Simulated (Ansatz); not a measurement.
Cartesian coordinates in Å:
```
C -1.269 0.550 1.376
Si 0.499 0.578 0.766
C 0.601 0.207 -1.068
As -0.261 -1.510 -1.545
H -1.874 1.291 0.848
H -1.725 -0.431 1.220
H -1.313 0.777 2.444
H 1.305 -0.436 1.503
H 1.101 1.917 1.028
H 0.076 0.987 -1.627
H 1.644 0.208 -1.389
H 0.531 -1.752 -2.825
H 0.684 -2.386 -0.731
```

Total charge 0; spin multiplicity 1.

(1) List the ωB97M-V/def2-TZVPP orbital energies in eV (Ansatz). (An estimate is asked.)

## Answers

(1) Ansatz gave: Occupied: -11604.66, -1806.63, -1472.75, -1314.02, -1314.02, -1313.98, -281.39, -280.96, -195.16, -147.71, -141.26, -141.26, -141.12, -101.83, -101.82, -101.81, -47.66, -47.65, -47.54, -47.54, -47.48, -23.02, -22.13, -19.25, -16.62, -14.56, -14.15, -13.81, -12.89, -12.03, -11.35, -11.24, -10.81, -9.44. Lowest empty: 1.91, 2.09, 2.83, 2.93, 3.26, 3.65, 4.08, 4.25.
